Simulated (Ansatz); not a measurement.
`C=C1OC1[SiH3]` + H₂ → `C=C1CO1` + SiH₄ at 298.15 K and 1 bar (hydrogenolysis of a C–Si bond).

Isolated molecules relaxed with PBE0-D4/def2-TZVP in Ansatz; ΔE leaves out vibrations. CBS: MP2 limit from def2 TZ/QZ plus the TZ coupled-cluster correction, frozen cores. This one scheme is used for every species.

```json
{"species": "`C=C1OC1[SiH3]`", "CCSD(T)/CBS energy (Eh)": "-481.92533", "H − E (kJ/mol)": "219.9", "S (J/(mol·K))": "325.6"}
{"species": "H₂", "CCSD(T)/CBS energy (Eh)": "-1.17544", "H − E (kJ/mol)": "35.1", "S (J/(mol·K))": "130.4"}
{"species": "`C=C1CO1`", "CCSD(T)/CBS energy (Eh)": "-191.64805", "H − E (kJ/mol)": "175.5", "S (J/(mol·K))": "269.5"}
{"species": "SiH₄", "CCSD(T)/CBS energy (Eh)": "-291.46306", "H − E (kJ/mol)": "92.1", "S (J/(mol·K))": "204.8"}
```

H − E and S are ideal-gas, rigid-rotor, harmonic terms from PBE0-D4/def2-TZVP, for one conformer and one mirror image of each species. For small species the MP2-based limit differs from directly extrapolated CCSD(T) by up to some mEh (0.8 for H₂); such offsets cancel only in part. 1 Eh = 2625.50 kJ/mol, R = 8.31446 J/(mol·K).

By hand: ΔE, ΔH, ΔS and ΔG.

ΔE = (-191.64805) + (-291.46306) − (-481.92533) − (-1.17544) = -0.01034 Eh = -27.1 kJ/mol. Δ(H − E) = 175.5 + 92.1 − 219.9 − 35.1 = 12.6, so ΔH = -14.5 kJ/mol. ΔS = 269.5 + 204.8 − 325.6 − 130.4 = 18.3 J/(mol·K). ΔG = -14.5 − 298.15 × (18.3)/1000 = -20.0 kJ/mol.

By hand: the equilibrium constant, and the temperature at which ΔG would vanish if ΔH and ΔS stayed fixed.

log₁₀ K = −ΔG/(RT ln 10) = 3.5. ΔH and −TΔS have one sign here, so there is no such temperature.

TΔS isn't small against ΔH here. A doubt of 5 kJ/mol in ΔE shifts log₁₀ K by 0.9 here. Other conformers and mirror images would add mixing entropy, several J/(mol·K) or more a flexible species. These are equilibria of isolated gas molecules and say nothing of rates. Largest T1 diagnostic: 0.014 (customary marks: 0.02 for closed shells, 0.045 for open ones).
